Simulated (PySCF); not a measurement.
PySCF 2.14.0 with density-fitted response routines calculation with coordinates at the GFN2-xTB level and NMR shieldings at PBE0/pcSseg-1/GIAO; non-relativistic Hamiltonian, no solvent, fast rotation and ring inversion assumed for equivalent nuclei, one conformer.

Scale: 1H and 13C vs TMS (reference shieldings calculated alike). Shifts are as computed. Against solution values, carbons near 30 ppm lie about +3 ppm off and those near 130 ppm about +5 ppm. Of 1211 compounds with measured shifts, 218 miss one by over three times the rms of a fit or turn the order of signals round; such compounds aren't used in these exercises. OH and NH positions are gas-phase values without hydrogen bonding to other molecules.

Q: Order these molecules by the shift of their most shielded carbon, lowest δ first.
A. C#CCN/N=C/C(F)(F)F
B. c1ccc(P2CC2)cc1
C. CP1(=N)CCOCC1
D. CO[SiH](OC)C(F)(F)C(F)(F)F

A: B (11.5 ppm, three-membered-ring carbon), C (20.4 ppm, methyl carbon bonded to P), A (45.1 ppm, propargylic sp3 CH2 bonded to N), D (54.6 ppm, methyl carbon bonded to O).

Q: Order these molecules by the shift of their most deshielded carbon, lowest δ first.
A. CP1(=N)CCOCC1
B. c1ccc(P2CC2)cc1
C. C#CCN/N=C/C(F)(F)F

A: A (68.3 ppm, sp3 CH2 bonded to O), C (131.4 ppm, CF3 carbon), B (153.0 ppm, substituted aromatic carbon).

Q: How many 13C and 1H signals does each give (equivalence by symmetry and fast rotation, but not about amide C–N or C=N bonds)? `C#CCN/N=C/C(F)(F)F`, `c1ccc(P2CC2)cc1`, `CP1(=N)CCOCC1`, `CO[SiH](OC)C(F)(F)C(F)(F)F`

A: C#CCN/N=C/C(F)(F)F: 5 C, 4 H; c1ccc(P2CC2)cc1: 5 C, 4 H; CP1(=N)CCOCC1: 3 C, 6 H; CO[SiH](OC)C(F)(F)C(F)(F)F: 3 C, 2 H.
